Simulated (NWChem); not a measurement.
Species: BH$_{2}$O$_{2}$F; SMILES B(F)(O)O

```xyz
6

B      0.0000     0.0000    -0.0339
F      0.0000     0.0000     1.3110
O     -1.1679     0.0000    -0.7113
H     -1.9297     0.0000    -0.1247
O      1.1679     0.0000    -0.7113
H      1.9297     0.0000    -0.1247
```
Atoms are numbered in this order, from 1.

Program: NWChem. The geometry was optimised at PBE0/def2-SVP. LC-ωPBE (HJS hole) with def2-SVP; x = 1 − exp(−ω/0.25 bohr⁻¹) is a scale chosen for this fit.

```csv
row,x,−ε(HOMO) (eV)
ω = 0.05,0.181,8.26
ω = 0.15,0.451,9.70
ω = 0.20,0.551,10.33
ω = 0.30,0.699,withheld
ω = 0.40,0.798,12.26
```

Fit a straight line of the last column on the one before it, predict the withheld value, and compare with the run.


1. Means of the 4 shown rows: x = 0.4953, y = 10.137. Slope Σ(x − x̄)(y − ȳ)/Σ(x − x̄)² = 1.263/0.1955 = 6.460; intercept 6.938.
2. The shown rows scatter about the line by 0.160 (root mean square); the largest residual is -0.17, at ω = 0.20.
3. At x = 0.699 (ω = 0.30; inside the shown range) the line gives 11.45.
4. The run gives 11.40, -0.05 from the line, 0.3 times the scatter.
